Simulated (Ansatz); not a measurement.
ClGe$_{2}$H$_{4}$ (`[Cl][GeH][GeH3]`) radical at its PBE0-D4/def2-TZVP geometry, where that method's forces vanish. The species carries charge 0 and has multiplicity 2.

```xyz
7

Cl   -0.1459    2.7304    0.5559
Ge   -0.6232    0.6892    1.1132
Ge    0.0588   -0.7444   -0.7409
H     0.1507    0.4515    2.4375
H    -0.7568   -0.3458   -1.9764
H     1.5608   -0.5781   -1.0249
H    -0.2446   -2.2028   -0.3644
```

(1) What forces (eV/Å) does ωB97M-V/def2-TZVPP give on these atoms in the Gaussian-basis code of Ansatz? (Estimate.)

Results:

(1) The calculation gave: 
```
Cl1  0.020  0.034 -0.017
Ge2  0.037 -0.104  0.070
Ge3  0.024 -0.022 -0.040
H4  -0.046  0.022 -0.101
H5   0.064 -0.030  0.094
H6  -0.124 -0.013  0.024
H7   0.024  0.113 -0.031
```
